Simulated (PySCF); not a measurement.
Atomic charges by several schemes

Compound: C2H6O2SSi.
SMILES with atom numbers: `[SH:1][SiH:2]1[O:3][CH2:4][CH2:5][O:6]1` (hydrogens: H7 on S1; H8 on Si2; H9, H10 on C4; H11, H12 on C5)

Geometry (GFN2-xTB, Å), atoms numbered from 1 in this order:
```xyz
12
C2H6O2SSi angstrom
S      2.898    0.445    0.858
Si     1.010    0.833   -0.034
O     -0.276    0.927    0.971
C     -1.268   -0.004    0.639
C     -0.858   -0.683   -0.685
O      0.515   -0.489   -0.861
H      2.901   -0.868    0.677
H      1.092    2.037   -0.835
H     -1.342   -0.735    1.450
H     -2.222    0.517    0.537
H     -1.389   -0.225   -1.525
H     -1.059   -1.756   -0.674
```

Density: PBE0/pcSseg-1 (PySCF); schemes: Mulliken, IAO, Hirshfeld and ESP-fitted. The structure is a single GFN2-xTB conformer in the gas phase; no vibrational or solvent corrections.

Task: Atoms with like bonding are taken together and averaged. Which atoms carry the lowest charge in the Mulliken, IAO, Hirshfeld and ESP-fitted schemes?

Result: All schemes agree: Mulliken O3/O6 (-0.607); IAO O3/O6 (-0.649); Hirshfeld O3/O6 (-0.242); ESP-fitted O3/O6 (-0.497).

Task: Which atoms carry the highest charge in the Mulliken, IAO, Hirshfeld and ESP-fitted schemes?

Result: All schemes agree: Mulliken Si2 (+0.983); IAO Si2 (+1.239); Hirshfeld Si2 (+0.437); ESP-fitted Si2 (+0.849).

Task: For which atoms does the sign change between the 4 schemes (beyond +0.03 e in one, beyond −0.03 e in another)?

Result: C4/C5. Atomic charges aren't observables, and each scheme defines them in its own way.

Task: What partial charge does each atom carry?

Result: In e; atoms taken as equivalent share a row and are averaged (×n: the atom named and its like, n in all):

```csv
atom,environment,Mulliken,IAO,Hirshfeld,ESP-fitted
S1,sulfur bonded to Si and H,-0.389,-0.325,-0.135,-0.426
Si2,oxygen-bound silicon,+0.983,+1.239,+0.437,+0.849
O3/O6,silyl ether oxygen,-0.607,-0.649,-0.242,-0.497
C4/C5,sp3 carbon bound to oxygen,+0.039,-0.074,+0.004,+0.089
H7,S–H hydrogen,+0.166,+0.120,+0.068,+0.250
H8,Si–H hydrogen,-0.112,-0.159,-0.074,-0.102
H9/H12,methylene hydrogen,+0.124,+0.146,+0.047,+0.065
H10/H11,methylene hydrogen,+0.120,+0.139,+0.044,+0.057
```

Mean size of the charges over all atoms: IAO 0.322 e, Mulliken 0.286 e, ESP-fitted 0.277 e, Hirshfeld 0.116 e. Each set sums to the total charge, 0, to within 0.001 e. The ESP scheme fits charges at the nuclei, held to the total charge, to the electrostatic potential on points at 1.4 to 2.0 times the van der Waals radii. The IAO scheme projects the occupied orbitals on a minimal set of polarised atomic orbitals and counts the electrons in each atom's part of it.

Some averages cover members that differ in this geometry: C4/C5, ESP-fitted -0.141 to +0.319; O3/O6, ESP-fitted -0.581 to -0.413; H10/H11, ESP-fitted +0.007 to +0.106; H9/H12, ESP-fitted +0.026 to +0.104 e.

Task: How many electrons does the Hirshfeld scheme count on O6?

Result: Its own charge is -0.241 e, so Z − q = 8.241.

Task: How closely do the schemes follow one another over all atoms?

Result: Correlation coefficient and root-mean-square difference: Mulliken with Hirshfeld 1.00, 0.235 e; IAO with Hirshfeld 1.00, 0.298 e; Mulliken with IAO 0.99, 0.093 e; Mulliken with ESP-fitted 0.95, 0.131 e; Hirshfeld with ESP-fitted 0.94, 0.216 e; IAO with ESP-fitted 0.92, 0.191 e.
